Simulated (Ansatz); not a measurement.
C₄H₅F₃ (`C/C=C/C(F)(F)F`), relaxed with RKS PBE-D4/def2-SVP in the Gaussian-basis code of Ansatz from a rough embedded geometry. The force threshold is 0.03 eV/Å; the program also tests the step.

The species carries charge 0 and has multiplicity 1.

Start:

```xyz
12

C    -0.462    0.818   -1.798
C     0.121    0.588   -0.394
C    -0.058   -0.535    0.311
C     0.340   -0.840    1.725
F    -0.624   -1.051    2.542
F     1.203   -1.911    1.745
F     1.099    0.214    2.227
H    -1.002   -0.074   -2.124
H     0.425    1.011   -2.425
H    -1.058    1.706   -1.777
H     0.705    1.420    0.052
H    -0.689   -1.344   -0.085
```

| step | energy (eV) | largest force (eV/Å) | largest move (Å) |
| --- | --- | --- | --- |
| 1 | -12357.4268 | 4.339 | 0.000 |
| 2 | -12357.6537 | 2.137 | 0.066 |
| 3 | -12357.7183 | 0.297 | 0.050 |
| 4 (rejected) | -12357.7026 | 0.295 | 0.151 |
| 5 | -12357.7269 | 0.068 | 0.028 |
| 6 | -12357.7274 | 0.065 | 0.025 |
| 7 | -12357.7276 | 0.009 | 0.009 |

End:

```xyz
12

C    -0.412    0.822   -1.762
C     0.089    0.555   -0.379
C    -0.124   -0.574    0.319
C     0.396   -0.800    1.705
F    -0.619   -1.029    2.578
F     1.203   -1.892    1.753
F     1.108    0.250    2.178
H    -0.994   -0.027   -2.169
H     0.433    1.032   -2.453
H    -1.054    1.729   -1.780
H     0.680    1.353    0.103
H    -0.705   -1.417   -0.092
```

Run time 9.5 s (4 threads of an Arm Neoverse V2 on a shared host); peak host memory 0.16 GiB.
